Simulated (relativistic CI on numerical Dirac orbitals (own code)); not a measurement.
Crystal-field levels of Ir3+, 5d6

Calculated by Dirac-Coulomb-Breit CI, orbitals from a KLI potential per configuration, a model potential for QED, valence Slater integrals scaled by 0.9, one configuration in a parametric crystal field (own radial code). With so little scaling, terms lie 10 to 35 % too far apart, which can change the order of excited levels.

Field parameters in Wybourne normalisation: Oh B⁴₀ = 21Dq, B⁴₄ = √(5/14) B⁴₀. The field is a parameter set, without covalency.

S is read from ⟨S²⟩ = S(S + 1).

Levels (cm⁻¹, degeneracy): 0 (1), 1947 (2), 2527 (3), 2618 (3), 5290 (3), 6790 (3), 8101 (1), 11338 (2), 12249 (3), 13261 (3), 14875 (2), 16638 (3).

(1) Which field gives this pattern?
A. Oh, 10Dq = 12600 cm⁻¹
B. Oh, 10Dq = 23850 cm⁻¹
C. Oh, 10Dq = 7000 cm⁻¹
D. Oh, 10Dq = 29450 cm⁻¹

Results:

(1) A. Oh, 10Dq = 12600 cm⁻¹, ground level with S = 1.13.
